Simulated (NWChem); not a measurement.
All runs are NWChem calculations. System: CH3Si, charge 0, spin multiplicity 4, at the geometry of a parent with another charge or spin, in a state set for the comparison that need not be this species' ground state. Its SCF solution wasn't tested for a lower state. Level: ULC-wPBE (omega 0.3 per bohr)/def2-TZVP.

The NWChem input:

```
start mol
memory heap 200 mb stack 900 mb global 1100 mb
geometry units angstroms nocenter noautoz
  C     -1.194001     0.494477     0.000000
  Si     0.463650    -0.141712     0.000000
  H     -1.973262    -0.294420     0.000000
  H      1.061262    -1.526678     0.000000
  H      1.584908     0.838203     0.000000
  symmetry group Cs
end
basis spherical
  * library def2-tzvp
end
dft
  xc xwpbe 1.00 cpbe96 1.0 hfexch 1.00
  cam 0.3 cam_alpha 0.00 cam_beta 1.00
  odft
  mult 4
  direct
  iterations 100
end
task dft energy
```

NWChem printed:

```
             Northwest Computational Chemistry Package (NWChem) 7.3.0
             --------------------------------------------------------

                                NWChem Input Module
                                -------------------

 Scaling coordinates for geometry "geometry" by  1.889725989
 (inverse scale =  0.529177249)

 Turning off AUTOSYM since
 SYMMETRY directive was detected!

                             Geometry "geometry" -> ""
                             -------------------------

 Output coordinates in angstroms (scale by  1.889725989 to convert to a.u.)

  No.       Tag          Charge          X              Y              Z
 ---- ---------------- ---------- -------------- -------------- --------------
    1 C                    6.0000    -1.19400100     0.49447700     0.00000000
    2 Si                  14.0000     0.46365000    -0.14171200     0.00000000
    3 H                    1.0000    -1.97326200    -0.29442000     0.00000000
    4 H                    1.0000     1.06126200    -1.52667800     0.00000000
    5 H                    1.0000     1.58490800     0.83820300     0.00000000

 Effective nuclear repulsion energy (a.u.)      43.5232967724

            Nuclear Dipole moment (a.u.)
            ----------------------------
        X                 Y               Z
 ---------------- ---------------- ----------------
     0.0000037795    -0.0000018897     0.0000000000

      Symmetry information
      --------------------

 Group name             Cs
 Group number              2
 Group order               2
 No. of unique centers     5

      Symmetry unique atoms

     1    2    3    4    5


 Summary of "ao basis" -> "" (spherical)
 ------------------------------------------------------------------------------
       Tag                 Description            Shells   Functions and Types
 ---------------- ------------------------------  ------  ---------------------
 *                         def2-tzvp                  on all atoms

  pbe96 is a nonlocal functional; adding pw91lda local functional.

                                 NWChem DFT Module
                                 -----------------

 Summary of "ao basis" -> "ao basis" (spherical)
 ------------------------------------------------------------------------------
       Tag                 Description            Shells   Functions and Types
 ---------------- ------------------------------  ------  ---------------------
 C                         def2-tzvp                11       31   5s3p2d1f
 Si                        def2-tzvp                13       37   5s5p2d1f
 H                         def2-tzvp                 4        6   3s1p

 Summary of "ao basis" -> "ao basis" (spherical)
 ------------------------------------------------------------------------------
       Tag                 Description            Shells   Functions and Types
 ---------------- ------------------------------  ------  ---------------------
 C                         def2-tzvp                11       31   5s3p2d1f
 Si                        def2-tzvp                13       37   5s5p2d1f
 H                         def2-tzvp                 4        6   3s1p

      Symmetry analysis of basis
      --------------------------

        a'         61
        a"         25

  int_init: cando_txs set to always be  F

            General Information
            -------------------
          SCF calculation type: DFT
          Wavefunction type:  spin polarized.
          No. of atoms     :     5
          No. of electrons :    23
           Alpha electrons :    13
            Beta electrons :    10
          Charge           :     0
          Spin multiplicity:     4
          Use of symmetry is: on ; symmetry adaption is: on
          Maximum number of iterations: 100
          This is a Direct SCF calculation.
          AO basis - number of functions:    86
                     number of shells:    36
          Convergence on energy requested:  1.00D-06
          Convergence on density requested:  1.00D-05
          Convergence on gradient requested:  5.00D-04

              XC Information
              --------------
                     Hartree-Fock (Exact) Exchange  1.000
                     LC-wPBE(h)Exchange Functional  1.000
            Perdew 1991 LDA Correlation Functional  1.000 local
           PerdewBurkeErnz. Correlation Functional  1.000 non-local

           Range-Separation Parameters
           ---------------------------
           Alpha           :  0.00
           Beta            :  1.00
           Gamma           :  0.30
           Short-Range HF  :     F

             Grid Information
             ----------------
          Grid used for XC integration:  medium
          Radial quadrature: Mura-Knowles
          Angular quadrature: Lebedev.
          Tag              B.-S. Rad. Rad. Pts. Rad. Cut. Ang. Pts.
          ---              ---------- --------- --------- ---------
          C                   0.70       49          10.0       434
          Si                  1.10       88           9.0       590
          H                   0.35       45          11.0       434
          Grid pruning is: on
          Number of quadrature shells:   272
          Spatial weights used:  Erf1

          Convergence Information
          -----------------------
          Convergence aids based upon iterative change in
          total energy or number of iterations.
          Levelshifting, if invoked, occurs when the
          HOMO/LUMO gap drops below (HL_TOL):  1.00D-02
          DIIS, if invoked, will attempt to extrapolate
[...]
     4      0.184092  1 C  s                 13      0.150350  1 C  py
    77      0.131786  4 H  s                  5      0.124008  1 C  s
    75      0.119930  4 H  s                 82     -0.118207  5 H  s

 Vector   13  Occ=1.000000D+00  E=-2.379810D-01  Symmetry=a"
              MO Center=  2.9D-01, -9.5D-02, -2.3D-15, r^2= 3.0D+00
   Bfn.  Coefficient  Atom+Function         Bfn.  Coefficient  Atom+Function
  ----- ------------  ---------------      ----- ------------  ---------------
    48      0.518175  2 Si pz                51      0.479170  2 Si pz
    14     -0.261559  1 C  pz                 8     -0.243833  1 C  pz
    11     -0.227342  1 C  pz                39     -0.153407  2 Si pz
    45      0.138149  2 Si pz                42     -0.070126  2 Si pz
    60     -0.055081  2 Si d  1              55     -0.037234  2 Si d  1

 Vector   14  Occ=0.000000D+00  E= 6.642237D-02  Symmetry=a'
              MO Center=  3.2D-01, -4.4D-01,  1.5D-15, r^2= 4.5D+00
   Bfn.  Coefficient  Atom+Function         Bfn.  Coefficient  Atom+Function
  ----- ------------  ---------------      ----- ------------  ---------------
    36      2.411374  2 Si s                  5     -1.646062  1 C  s
    49     -0.999189  2 Si px                12     -0.660067  1 C  px
    77     -0.581784  4 H  s                 13      0.469274  1 C  py
     4     -0.313244  1 C  s                 71      0.293226  3 H  s
    46     -0.277636  2 Si px                 9     -0.243907  1 C  px

 Vector   15  Occ=0.000000D+00  E= 1.130965D-01  Symmetry=a'
              MO Center= -4.3D-02, -5.4D-01, -1.4D-15, r^2= 6.0D+00
   Bfn.  Coefficient  Atom+Function         Bfn.  Coefficient  Atom+Function
  ----- ------------  ---------------      ----- ------------  ---------------
     5      2.316538  1 C  s                 49      1.686914  2 Si px
    71     -1.522220  3 H  s                 83     -1.217043  5 H  s
    77     -0.937982  4 H  s                 13     -0.807078  1 C  py
    36      0.387936  2 Si s                 46      0.240669  2 Si px
    35      0.207027  2 Si s                 12     -0.170212  1 C  px

 Vector   16  Occ=0.000000D+00  E= 1.433512D-01  Symmetry=a'
              MO Center= -1.6D-01, -2.9D-02,  1.2D-15, r^2= 4.9D+00
   Bfn.  Coefficient  Atom+Function         Bfn.  Coefficient  Atom+Function
  ----- ------------  ---------------      ----- ------------  ---------------
    83      1.432631  5 H  s                  5      1.328701  1 C  s
    50     -1.305495  2 Si py                71     -1.270215  3 H  s
    36     -0.913474  2 Si s                 77     -0.672665  4 H  s
    49     -0.374718  2 Si px                47     -0.308733  2 Si py
    13     -0.177284  1 C  py                57      0.167675  2 Si d -2

                     DFT Final Beta Molecular Orbital Analysis
                     -----------------------------------------

 Vector    8  Occ=1.000000D+00  E=-5.869508D-01  Symmetry=a'
              MO Center=  1.1D-01, -9.9D-02,  1.8D-17, r^2= 2.9D+00
   Bfn.  Coefficient  Atom+Function         Bfn.  Coefficient  Atom+Function
  ----- ------------  ---------------      ----- ------------  ---------------
    35      0.454162  2 Si s                 34     -0.276801  2 Si s
    36      0.209090  2 Si s                 70     -0.158622  3 H  s
     6      0.150289  1 C  px                82      0.130426  5 H  s
    76      0.123284  4 H  s                 69     -0.112506  3 H  s
     4     -0.104505  1 C  s                  9      0.104273  1 C  px

 Vector    9  Occ=1.000000D+00  E=-4.751815D-01  Symmetry=a'
              MO Center= -1.1D-01, -3.5D-01, -1.1D-16, r^2= 2.7D+00
   Bfn.  Coefficient  Atom+Function         Bfn.  Coefficient  Atom+Function
  ----- ------------  ---------------      ----- ------------  ---------------
     6      0.241107  1 C  px                47      0.226040  2 Si py
    76     -0.200076  4 H  s                 46     -0.179109  2 Si px
     9      0.174827  1 C  px                70     -0.154460  3 H  s
    75     -0.128659  4 H  s                 77     -0.117092  4 H  s
    69     -0.101395  3 H  s                 38     -0.095769  2 Si py

 Vector   10  Occ=1.000000D+00  E=-4.301029D-01  Symmetry=a'
              MO Center=  8.2D-01,  1.6D-01, -3.9D-16, r^2= 2.5D+00
   Bfn.  Coefficient  Atom+Function         Bfn.  Coefficient  Atom+Function
  ----- ------------  ---------------      ----- ------------  ---------------
    82      0.265497  5 H  s                 47      0.218918  2 Si py
    46      0.196538  2 Si px                83      0.166256  5 H  s
    81      0.165242  5 H  s                 76     -0.147669  4 H  s
     6     -0.142783  1 C  px                 9     -0.106819  1 C  px
    75     -0.091987  4 H  s                 70      0.091102  3 H  s

 Vector   11  Occ=0.000000D+00  E=-5.335503D-02  Symmetry=a"
              MO Center= -4.7D-01,  1.9D-01, -2.7D-15, r^2= 2.6D+00
   Bfn.  Coefficient  Atom+Function         Bfn.  Coefficient  Atom+Function
  ----- ------------  ---------------      ----- ------------  ---------------
    51      0.298505  2 Si pz                 8      0.264176  1 C  pz
    48      0.260173  2 Si pz                14      0.244374  1 C  pz
    11      0.218816  1 C  pz                45      0.116020  2 Si pz
    39     -0.112920  2 Si pz                42     -0.053785  2 Si pz
    55      0.040627  2 Si d  1              60      0.033275  2 Si d  1

 Vector   12  Occ=0.000000D+00  E=-5.333274D-02  Symmetry=a'
              MO Center= -9.9D-01,  4.8D-01, -2.8D-15, r^2= 2.4D+00
   Bfn.  Coefficient  Atom+Function         Bfn.  Coefficient  Atom+Function
  ----- ------------  ---------------      ----- ------------  ---------------
     5      0.310652  1 C  s                  7      0.290448  1 C  py
    77      0.285304  4 H  s                 13      0.243638  1 C  py
    10      0.226558  1 C  py                 4      0.195044  1 C  s
    50      0.177982  2 Si py                35     -0.168253  2 Si s
    12     -0.150671  1 C  px                 3      0.149336  1 C  s

 Vector   13  Occ=0.000000D+00  E= 7.719298D-02  Symmetry=a"
              MO Center=  3.3D-02, -2.7D-03,  7.1D-15, r^2= 4.1D+00
   Bfn.  Coefficient  Atom+Function         Bfn.  Coefficient  Atom+Function
  ----- ------------  ---------------      ----- ------------  ---------------
    51      0.751606  2 Si pz                14     -0.557047  1 C  pz
     8     -0.273159  1 C  pz                48      0.219951  2 Si pz
    11     -0.197584  1 C  pz                45      0.117182  2 Si pz
    39     -0.099242  2 Si pz                60     -0.067824  2 Si d  1
    55     -0.058364  2 Si d  1              42     -0.048724  2 Si pz

   alpha - beta orbital overlaps
   -----------------------------

   alpha      1      2      3      4      5      6      7      8      9     10
    beta      1      2      3      6      4      5      7      8      9     10
 overlap   1.000  1.000  1.000  1.000  0.974  0.974  0.991  0.987  0.955  0.869

   alpha     11     12     13     14     15     16     17     18     19     20
    beta     11     12     13     14     15     16     17     18     19     20
 overlap   0.955  0.806  0.941  0.863  0.868  0.953  0.964  0.902  0.897  0.981

   alpha     21     22     23     24     25     26     27     28     29     30
    beta     22     21     23     25     24     26     27     28     29     30
 overlap   0.996  0.946  0.989  0.700  0.984  0.718  0.990  0.979  0.991  0.919

   alpha     31     32     33     34     35     36     37     38     39     40
    beta     31     32     33     34     35     36     37     39     40     38
 overlap   0.919  0.991  0.994  0.995  0.984  0.987  0.982  0.969  0.827  0.829

   alpha     41     42     43     44     45     46     47     48     49     50
    beta     41     43     44     42     45     46     47     48     49     51
 overlap   0.974  0.915  0.917  0.969  0.987  0.988  0.939  0.939  0.996  0.993

   alpha     51     52     53     54     55     56     57     58     59     60
    beta     50     52     53     54     55     56     57     58     59     60
 overlap   0.947  0.930  0.957  0.966  0.993  0.965  0.990  0.952  0.946  0.993

   alpha     61     62     63     64     65     66     67     68     69     70
    beta     61     62     63     64     65     66     67     68     69     70
 overlap   0.993  0.996  0.989  0.995  0.988  0.996  0.997  0.997  0.993  0.942

   alpha     71     72     73     74     75     76     77     78     79     80
    beta     71     72     73     76     74     75     78     77     79     80
 overlap   0.981  0.939  0.979  0.719  0.998  0.731  0.995  0.983  0.989  0.991

   alpha     81     82     83     84     85     86
    beta     81     82     83     84     85     86
 overlap   0.999  1.000  1.000  1.000  1.000  1.000

     --------------------------
     Expectation value of S2:
     --------------------------
      <S2> =      3.7620 (Exact =     3.7500)

 center of mass
 --------------
 x =  -0.02981058 y =   0.04300058 z =   0.00000000

 moments of inertia (a.u.)
 ------------------
          23.633635987281          30.768841033718           0.000000000000
          30.768841033718         109.639204043975           0.000000000000
           0.000000000000           0.000000000000         133.272840031256

     Multipole analysis of the density
     ---------------------------------

     L   x y z        total         alpha         beta         nuclear
     -   - - -        -----         -----         ----         -------
     0   0 0 0     -0.000000    -13.000000    -10.000000     23.000000

     1   1 0 0     -0.458414      1.419124     -1.877541      0.000004
     1   0 1 0     -0.216756     -0.955476      0.738722     -0.000002
     1   0 0 1     -0.000000     -0.000000     -0.000000      0.000000

     2   2 0 0    -15.440722    -49.142284    -34.489347     68.190909
     2   1 1 0      0.632495     11.003963      4.530819    -14.902287
     2   1 0 1      0.000000      0.000000     -0.000000      0.000000
     2   0 2 0    -15.722843    -20.124419    -12.983116     17.384692
     2   0 1 1     -0.000000     -0.000000      0.000000      0.000000
     2   0 0 2    -16.977257    -12.799876     -4.177381      0.000000

 Task  times  cpu:       54.7s     wall:       54.7s

 Total times  cpu:       54.7s     wall:       54.7s
```
